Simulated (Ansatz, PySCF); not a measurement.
HLiO, SMILES [OH][Li]. Atoms are numbered in the order given.

```xyz
3

Li     0.0000     0.0000    -1.2609
O      0.0000     0.0000     0.3198
H      0.0000     0.0000     1.2717
```

The structure is a stationary point at B3LYP-D3(BJ)/def2-TZVPD. The isomer is the one that the SMILES or the coordinates give; other isomers of the formula were not compared.

Two levels are set side by side: PBE-D3(BJ)/def2-TZVPD (Ansatz, a program for electronic structure) and B3LYP-D3(BJ)/def2-TZVPD (Ansatz). Each level has its own optimised geometry; the coordinates shown are those of the second. Frequencies come from the Hessian of PySCF at each geometry. Differences are taken from unrounded values.

```json
[
 {"quantity": "mean bond length (Å)", "B3LYP-D3(BJ)": "1.266"},
 {"quantity": "bond Li1–O2 (Å)", "B3LYP-D3(BJ)": "1.581"},
 {"quantity": "bond O2–H3 (Å)", "B3LYP-D3(BJ)": "0.952"},
 {"quantity": "highest harmonic wavenumber (cm⁻¹)", "B3LYP-D3(BJ)": "3982"},
 {"quantity": "mean harmonic wavenumber (cm⁻¹)", "B3LYP-D3(BJ)": "1384"},
 {"quantity": "zero-point energy (kcal/mol)", "B3LYP-D3(BJ)": "7.91"}
]
```

Q: What does PBE-D3(BJ) give, and how far is it from B3LYP-D3(BJ)? (An estimate is asked for; the answer gives what the named calculation found.)

A: 
```csv
quantity,PBE-D3(BJ),PBE-D3(BJ) minus B3LYP-D3(BJ)
mean bond length (Å),1.275,0.008
bond Li1–O2 (Å),1.589,0.008
bond O2–H3 (Å),0.960,0.008
highest harmonic wavenumber (cm⁻¹),3889,-93
mean harmonic wavenumber (cm⁻¹),1344,-40
zero-point energy (kcal/mol),7.68,-0.23
```

Exact exchange shortens and stiffens bonds; PBE has none. Differences between two approximate levels are no errors against the true value.
